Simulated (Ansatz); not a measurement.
Born–Oppenheimer molecular dynamics of C$_{3}$H$_{12}$O$_{2}$Si$_{2}$ (19 atoms, charge 0, multiplicity 1). It starts from a relaxed structure.

All numbers below come from RKS PBE-D4/STO-3G (Ansatz 0.2.0).

* ensemble: NVT, Langevin thermostat
* time step: 1 fs
* steps asked: 195
* set temperature: 1500 K
* friction: 0.01 /fs
* seed: 233890

First frame:

```xyz
19
Properties=species:S:1:pos:R:3
Si -0.039 -0.093 -0.127
O 0.207 -0.340 1.550
Si -1.202 -0.411 2.520
H -2.101 -1.504 2.143
H -0.741 -0.630 3.883
H -1.982 0.828 2.477
O 1.555 0.053 -0.782
C 2.325 -1.167 -0.509
H 1.935 -2.073 -1.042
H 3.363 -0.991 -0.874
H 2.391 -1.423 0.580
C -0.866 1.546 -0.549
H -1.925 1.560 -0.241
H -0.360 2.392 -0.056
H -0.832 1.722 -1.637
C -1.006 -1.530 -0.896
H -0.652 -2.508 -0.532
H -2.081 -1.455 -0.664
H -0.902 -1.520 -1.994
```

Q: How far do the bonds stretch over the last three quarters of this one trajectory? (Pairs bonded in most of those frames.)

A: 
```
   bond  mean (Å)  spread (Å)  shortest  longest
 Si1–O2     1.734       0.085      1.57     2.00
 Si1–O7     1.749       0.107      1.57     1.96
Si1–C12     1.917       0.080      1.77     2.07
Si1–C16     1.921       0.049      1.83     2.00
 O2–Si3     1.730       0.074      1.60     1.87
 Si3–H4     1.478       0.059      1.37     1.59
 Si3–H5     1.472       0.055      1.38     1.59
 Si3–H6     1.472       0.056      1.35     1.59
  O7–C8     1.473       0.052      1.32     1.57
  C8–H9     1.134       0.058      1.02     1.28
 C8–H10     1.134       0.048      1.04     1.24
 C8–H11     1.131       0.044      1.05     1.22
C12–H13     1.113       0.057      0.99     1.23
C12–H14     1.115       0.052      1.00     1.25
C12–H15     1.110       0.042      1.02     1.20
C16–H17     1.114       0.041      1.03     1.21
C16–H18     1.109       0.020      1.06     1.16
C16–H19     1.119       0.050      1.03     1.22
```

Mean temperature of the second half: 1213 K. The mean temperature of the second half is 19 % below the set value. A run of 0.2 ps of so small a system gives no equilibrium averages. Limits of this set-up: minimal basis.

Run time: 18 min on 1 thread of Arm Neoverse V1, with other jobs on the host, peak memory 0.12 GiB.
